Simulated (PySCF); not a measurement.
C6H8N (doublet state).
Cartesian coordinates in Å at the GFN2-xTB level; atoms count from 1:
```
atom  x, y, z in Å
C1     2.8087   -0.5324    0.4482
C2     1.3897   -0.3131    0.2691
C3     0.2072   -0.1539    0.1477
C4    -1.2089    0.1009   -0.0702
C5    -1.8263   -0.9769   -0.9723
C6    -1.4404    1.4530   -0.6371
N7    -0.7544    2.4764   -0.5414
H8     2.9869   -1.1351    1.3389
H9     3.3185    0.4243    0.5611
H10    3.2187   -1.0511   -0.4183
H11   -1.7269    0.0936    0.8997
H12   -2.8857   -0.7805   -1.1213
H13   -1.7074   -1.9580   -0.5183
H14   -1.3302   -0.9814   -1.9404
H15   -1.0539    3.3422   -0.9729
```

The hyperfine couplings belong to this conformer and change with its torsions.

The species is `[H]/N=[C]/[C@@H](C)C#CC` [radical].

Computed, not measured: UKS B3LYP, pcH-1 on C H N, non-relativistic, mean-field spin-orbit, GIAO in PySCF 2.14.0. The structure is a single GFN2-xTB conformer in the gas phase; no vibrational or solvent corrections. The geometry wasn't refined by DFT: couplings that depend on bond lengths, twists or pyramidal angles can differ widely from those at the functional's own minimum. No stability test was run, so a lower SCF solution isn't excluded.

Q: Match the computed a_iso(13C) values +234.5, +101.2, +32.4, +18.4, +10.6, -0.8 MHz with the sites C1; C2; C3; C4; C5; C6.

A: 
```csv
site,a_iso (MHz),ρ(0) (bohr⁻³),position,distance from C6 (Å),spin population,largest |T| (MHz)
C1,-0.8,-0.0007,4 bonds from C6,4.81,0.00,0.3
C2,+10.6,+0.0094,3 bonds from C6,3.46,+0.04,4.8
C3,+32.4,+0.0288,2 bonds from C6,2.43,+0.01,5.4
C4,+101.2,+0.0900,1 bond from C6,1.48,+0.01,16.4
C5,+18.4,+0.0164,2 bonds from C6,2.48,+0.01,2.7
C6,+234.5,+0.2086,largest spin population,0.00,+0.72,113.9
```

Q: The isotropic 1H couplings, averaged over equivalent nuclei, are +136.7, -4.8, +2.2, -0.6 MHz. Assign them to H8/H9/H10; H11; H12/H13/H14; H15.

A: 
```json
{"site": "H8/H9/H10", "a_iso (MHz)": "+2.2", "ρ(0) (bohr⁻³)": "+0.0005", "position": "5 bonds from C6", "distance from C6 (Å)": "5.27", "bound to": "C1", "spin population there": "0.00", "largest |T| (MHz)": "1.2"}
{"site": "H11", "a_iso (MHz)": "-4.8", "ρ(0) (bohr⁻³)": "-0.0011", "position": "2 bonds from C6", "distance from C6 (Å)": "2.07", "bound to": "C4", "spin population there": "+0.01", "largest |T| (MHz)": "11.7"}
{"site": "H12/H13/H14", "a_iso (MHz)": "-0.6", "ρ(0) (bohr⁻³)": "-0.0001", "position": "3 bonds from C6", "distance from C6 (Å)": "2.96", "bound to": "C5", "spin population there": "+0.01", "largest |T| (MHz)": "5.5"}
{"site": "H15", "a_iso (MHz)": "+136.7", "ρ(0) (bohr⁻³)": "+0.0306", "position": "2 bonds from C6, on N7 of spin population +0.17", "distance from C6 (Å)": "1.96", "bound to": "N7", "spin population there": "+0.17", "largest |T| (MHz)": "26.0"}
```

ρ(0) is the spin density at the nucleus and T the dipolar tensor; entries for several nuclei are means. The largest Mulliken spin populations are on C6 (+0.72) and N7 (+0.17).

Class means assume fast exchange of nuclei equivalent by connectivity; if that motion is slow, each nucleus keeps its own coupling.
